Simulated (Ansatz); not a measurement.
Reactions of CH3F2InO, SMILES `O[CH2][In]([F])[F]`.

Isolated molecules relaxed with PBE0-D4/def2-TZVP in Ansatz; ΔE leaves out vibrations. CCSD(T)/CBS adds triple-zeta CCSD(T) − MP2 to the extrapolated MP2 energy (def2 sets, frozen cores). This one scheme is used for every species, atoms too. Functionals use def2-TZVPP. No spin–orbit coupling; open shells (•) take unrestricted orbitals. Spin–orbit coupling would lower the free atoms: a little for C, F, O; strongly for In. Elements past krypton have def2 core potentials. Bonds to In are less sure, by a few kJ/mol each and by 10 to 20 or more in all where they break to atoms, as the def2 sets lack core-valence functions. One conformer a species, not always the lowest.

| reaction | ωB97X-V (kcal/mol) | r2SCAN-D4 (kcal/mol) | CCSD(T)/CBS(def2) (kcal/mol) |
| --- | --- | --- | --- |
| `O[CH2][In]([F])[F]` + H–F → `[F][In]([F])[F]` + CH₃OH | -13.7 | -10.1 | -10.8 |
| `O[CH2][In]([F])[F]` + `CCCCF` → `C[CH2][In]([F])[F]` + `OCCCF` | -5.4 | -2.8 | -5.7 |
| `O[CH2][In]([F])[F]` + CH₄ → `C[CH2][In]([F])[F]` + H₂O | -13.1 | -10.5 | -15.8 |
| `O[CH2][In]([F])[F]` + CH₃OH → `COCO` + `[F][InH][F]` | -2.8 | 0.7 | 0.7 |
| `O[CH2][In]([F])[F]` + H₂ → `[CH3][In]([F])[F]` + H₂O | -32.9 | -30.1 | -34.7 |
| `O[CH2][In]([F])[F]` → C• + 2 F• + 3 H• + In• + O• | 654.5 | 656.1 | 657.7 |
| `O[CH2][In]([F])[F]` + `C1COCOC1` → `OCC1OCCCO1` + `[F][InH][F]` | -5.0 | -1.1 | -3.0 |
| `O[CH2][In]([F])[F]` + SiH₄ → `[F][In]([F])[SiH3]` + CH₃OH | -18.0 | -16.1 | -17.6 |
| `O[CH2][In]([F])[F]` → `[CH2]` (triplet) + `[OH][In]([F])[F]` | 85.7 | 80.5 | 82.4 |
| `O[CH2][In]([F])[F]` + silanol → `[F][In]([F])[O][SiH3]` + CH₃OH | -10.8 | -6.8 | -11.0 |

Largest T1 diagnostic: 0.018, for `[F][In]([F])[F]`.
